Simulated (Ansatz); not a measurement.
Reaction (ligand exchange at a B–O bond): `B[O][GeH3]` + `C#CS` → `BSC#C` + `[OH][GeH3]`

Calculated with Ansatz (gas phase, PBE0-D4/def2-TZVP geometries, no zero-point term in ΔE). CCSD(T)/CBS adds triple-zeta CCSD(T) − MP2 to the extrapolated MP2 energy (def2 sets, frozen cores). This one scheme is used for every species. Functionals use def2-TZVPP. B3LYP here is the variant with VWN-RPA as its local correlation; programs differ in this. For Ge outer-core shells are correlated without core-valence functions, which leaves a few kJ/mol of doubt a bond. Scalar relativity is left out up to krypton. Each species was taken in one conformer, which may not be the lowest.

**Question.** Is it downhill or uphill in electronic energy at CCSD(T)/CBS, and by how much? (Estimate.)

**Answer.** The calculation gave: Uphill: ΔE = +20.1 kcal/mol.

**Question.** What do these levels give: LDA (SPW92), BLYP-D4, PBE-QIDH, PBE, revPBE, B3LYP, RPA@PBE/def2-TZVPP, MP2/def2-SVP, MP2/def2-TZVPP, SCS-MP2/def2-TZVPP, HF/def2-QZVPP, MP2/def2-QZVPP? (An estimate is asked.)

**Answer.** Computed: LDA (SPW92) 10.4, BLYP-D4 22.7, PBE-QIDH 16.7, PBE 14.1, revPBE 15.3, B3LYP 24.4, RPA@PBE/def2-TZVPP 20.7, MP2/def2-SVP 20.4, MP2/def2-TZVPP 16.1, SCS-MP2/def2-TZVPP 20.9, HF/def2-QZVPP 37.2, MP2/def2-QZVPP 15.7 kcal/mol.

Largest T1 diagnostic among the species: 0.014.

At CCSD(T), def2-SVP lies +4.6 kcal/mol from the extrapolated value and def2-TZVPP +0.7 kcal/mol. From PBE to PBE0 (25 % exact exchange), in def2-TZVPP and without D4, ΔE moves by +1.8 kcal/mol. Leaving LDA and LC-ωPBE aside and taking each functional with its dispersion term where it has one, the values, not all of them listed here, spread over 13.8 kcal/mol, from revPBE-D4 to BHLYP-D4. LDA lies −3.6 kcal/mol from PBE without D4.
